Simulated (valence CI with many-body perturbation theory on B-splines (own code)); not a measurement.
Results of a calculation; reference values are marked as such.
## Ba XXXIV: what each term of the Hamiltonian does

Level of theory: valence CI with perturbative core correlation (CI+MBPT): five valence electrons over a frozen Dirac-Fock core [Ar], radial functions for each j: 7 s, 7 p, 8 d, 6 f, 4 g, 1 h, with the one-electron correlation potential Σ1, the two-electron term Σ2, the three-electron term Σ3, Breit, model QED; selected CI, second order for the rest (own B-spline code, finite nucleus).

The last digits are not significant, and no measured levels were compared; by estimate large intervals hold to a few tenths of a per cent, small ones and those within an open d or f shell to about a per cent. Only levels of the ground parity were solved; by the run's estimate the other parity begins above the list, which can be wrong where configurations are misplaced.

Each rung adds one term. CI alone is the Dirac-Coulomb CI over the frozen core; QED comes last and gives the full result, which names the levels. Energies are above (3d3/2^4 3d5/2) J=5/2 on the same rung, in eV.

Levels are named by their leading jj configuration (3d3/2^4 stands for four electrons in 3d with j = 3/2), which in mixed levels can hold well under half, so a name can repeat and another be missing. Letters in brackets count levels of one name in rising energy.

| Level | CI alone | Σ1 | Σ2 | Σ3 | Breit | QED | Full |
| --- | --- | --- | --- | --- | --- | --- | --- |
| (3d3/2^3 3d5/2^2) J=5/2 [a] | 12.796 | +0.0512 | +0.0172 | +0.0055 | -0.1370 | +0.0215 | 12.754 |
| (3d3/2^3 3d5/2^2) J=7/2 [a] | 21.190 | +0.0794 | -0.0523 | -0.0108 | -0.4921 | +0.0311 | 20.745 |
| (3d3/2^3 3d5/2^2) J=3/2 [a] | 21.833 | +0.0805 | -0.2623 | -0.0722 | -0.1774 | +0.0315 | 21.433 |
| (3d3/2^3 3d5/2^2) J=11/2 | 22.671 | +0.0843 | +0.2476 | -0.1160 | -1.0549 | +0.0333 | 21.865 |
| (3d3/2^3 3d5/2^2) J=9/2 | 24.955 | +0.0969 | +0.0480 | -0.0285 | -0.7873 | +0.0381 | 24.322 |
| (3d3/2^3 3d5/2^2) J=5/2 [b] | 25.572 | +0.1140 | -0.1252 | +0.0071 | -0.5161 | +0.0455 | 25.097 |
| (3d3/2^3 3d5/2^2) J=1/2 | 26.824 | +0.1085 | -0.3129 | -0.0358 | -0.3386 | +0.0430 | 26.288 |
| (3d3/2^3 3d5/2^2) J=7/2 [b] | 30.962 | +0.1026 | -0.3482 | -0.1144 | -0.5561 | +0.0377 | 30.084 |
| (3d3/2^2 3d5/2^3) J=5/2 [a] | 33.094 | +0.1529 | -0.0877 | +0.0400 | -0.6148 | +0.0641 | 32.649 |
| (3d3/2^2 3d5/2^3) J=7/2 [a] | 36.927 | +0.1789 | -0.0336 | -0.0171 | -0.9357 | +0.0752 | 36.195 |
| (3d3/2^3 3d5/2^2) J=3/2 [b] | 36.993 | +0.1350 | -0.3607 | +0.0184 | -0.4583 | +0.0527 | 36.381 |
| (3d3/2^2 3d5/2^3) J=11/2 | 37.653 | +0.1882 | +0.5321 | -0.1083 | -1.4267 | +0.0783 | 36.916 |
| (3d3/2^2 3d5/2^3) J=9/2 [a] | 39.589 | +0.1814 | +0.0592 | -0.0239 | -1.1862 | +0.0745 | 38.695 |
| (3d3/2^2 3d5/2^3) J=1/2 [a] | 39.905 | +0.2031 | -0.1784 | +0.0564 | -0.6833 | +0.0850 | 39.388 |
| (3d3/2^2 3d5/2^3) J=13/2 | 41.556 | +0.1976 | +0.6393 | -0.1752 | -1.9168 | +0.0815 | 40.382 |
| (3d3/2^2 3d5/2^3) J=3/2 [a] | 41.085 | +0.2015 | -0.0460 | -0.0386 | -0.7151 | +0.0838 | 40.571 |
| (3d3/2^2 3d5/2^3) J=5/2 [b] | 43.201 | +0.1971 | -0.2077 | +0.0237 | -0.8859 | +0.0800 | 42.408 |
| (3d3/2^2 3d5/2^3) J=9/2 [b] | 46.906 | +0.2021 | +0.1304 | -0.1231 | -1.1818 | +0.0817 | 46.015 |
| (3d3/2^2 3d5/2^3) J=7/2 [b] | 48.981 | +0.2053 | -0.3311 | -0.0017 | -1.2494 | +0.0819 | 47.686 |

The middle columns are the shifts that each term adds.

Q: How does the ionisation energy move along the ladder, and which term matters most?

A: CI alone 2130.6, + Σ1 2132.8, + Σ2 2142.5, + Σ3 2142.7, + Breit 2142.4, + QED 2142.4 eV. The largest step is Σ2, 9.7 eV. NIST lists 2142 ± 5 eV (theoretical).
